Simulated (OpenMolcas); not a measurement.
# What dynamic correlation does to the levels of P II

```json
{
 "Program": "OpenMolcas 26.06",
 "Basis": "ANO-R3 [6s5p4d2f1g]",
 "Scalar Hamiltonian": "X2C, finite nucleus",
 "Active space": "2 electrons in 9 orbitals (RAS2 3p; RAS3 3d 4s, at most 1 electron)",
 "State averaging": "2S+1 = 3 even, 3 roots; 2S+1 = 1 even, 6 roots; 2S+1 = 3 odd, 18 roots; 2S+1 = 1 odd, 18 roots",
 "Spin-orbit coupling": "state interaction with AMFI integrals over the reference wave functions, term energies averaged over their components"
}
```

Methods on the same reference wave functions:
A. RASSCF
B. SS-RASPT2, IPEA 0.25 Eh, imaginary shift 0.1 Eh (closed shells correlated: 2s 2p 3s)
C. MS-RASPT2, IPEA 0.25 Eh, imaginary shift 0.1 Eh (closed shells correlated: 2s 2p 3s)

Energies in cm⁻¹ above 3s² 3p² ³P₀, the measured ground level; measured values from NIST Handbook of Basic Atomic Spectroscopic Data.

```
         Level       A       B       C  Measured
   3s² 3p² ³P₀     0.0     0.0     0.0       0.0
   3s² 3p² ³P₁     146     147     147       165
   3s² 3p² ³P₂     424     424     424       469
   3s² 3p² ¹D₂   11618    8800    8800      8882
   3s² 3p² ¹S₀   28340   26420   26420     21576
3s² 3p 4s ³P°₀   85976   85860   85860     86598
3s² 3p 4s ³P°₁   86108   85980   85980     86744
3s² 3p 4s ³P°₂   86425   86310   86300     87125
3s² 3p 4s ¹P°₁   88882   88020   88020     88893
3s² 3p 3d ³F°₂   92249   92200   92200          
3s² 3p 3d ³F°₃   92406   92340   92340          
3s² 3p 3d ³F°₄   92611   92550   92550          
3s² 3p 3d ¹D°₂   96257   85380   85380          
3s² 3p 3d ³P°₂  108026   99700   99710          
3s² 3p 3d ³P°₁  108173   99850   99860          
3s² 3p 3d ³P°₀  108252   99940   99940          
3s² 3p 3d ³D°₁  110720  101180  101180          
3s² 3p 3d ³D°₂  110779  101240  101240          
3s² 3p 3d ³D°₃  110846  101300  101300          
3s² 3p 3d ¹P°₁  130487  118850  118850          
3s² 3p 3d ¹F°₃  133746  125590  125590
```

Deviations, from unrounded energies. A percentage is the sum of absolute deviations over the sum of measured energies, with the sign that they share, or ± where signs differ.

```csv
Against measurement,Levels,A,B,C
mean absolute deviation (cm-1),8,1400,1000,1000
fine structure of the ground term (%),2,-10.0,-10.1,-10.1
other terms of the ground configuration (%),2,+31.2,±16.2,±16.2
other configurations (%),4,-0.6,-0.9,-0.9
```

B, C lie about equally close to measurement and A furthest from it. The largest miss of B in the table is 3s² 3p² ¹S₀, by +4800 cm-1. The ranking rests on the paired levels alone, and a cruder setting can come out closer through cancelling errors.

Between B and C no level of the table moves by more than 5 cm-1.

The two smallest mean deviations differ by little beside CASPT2's spread within terms, so their order carries little weight.

From A to B the spin-free energies of the other terms of 3s² 3p² shown, above ³P, scale by factors of 0.75 to 0.93.

The lowest spin-free term lies below A's lowest term by 0.338 hartree in B, 0.338 hartree in C.

Term energies are means over components that CASPT2 splits; among the terms shown or strongly mixed into the levels shown the widest spread is 180 cm-1 (3s² 3p 3d ¹F°, C). Over all roots computed the reference weight is 0.88 to 0.96 in B, 0.88 to 0.96 in C; the roots of lowest weight are the least certain, and an intruder state may touch them. ANO sets are built for valence states and can reach diffuse excited orbitals poorly, and with the s shell closed the s pⁿ⁺¹ terms that mix with these levels are absent. With the s shell closed, the reference lacks s² → p² mixing. Without dynamic correlation excited terms often stand tens of per cent too high (terms of higher spin than the ground term too low), and those without a measured partner can miss by more than the paired ones (holds for A). Some terms miss by over 15 % even with CASPT2, which points to a basis or an active space too small for the shells correlated (holds for B; C). Measured partners are found by configuration, term and J. A level has none where our copy of the source lacks it or the pairing is in doubt (some pairs that miss far off the trend of their configuration count as doubtful), and it then counts in no deviation. Only configurations of the active space appear.

° marks odd parity.
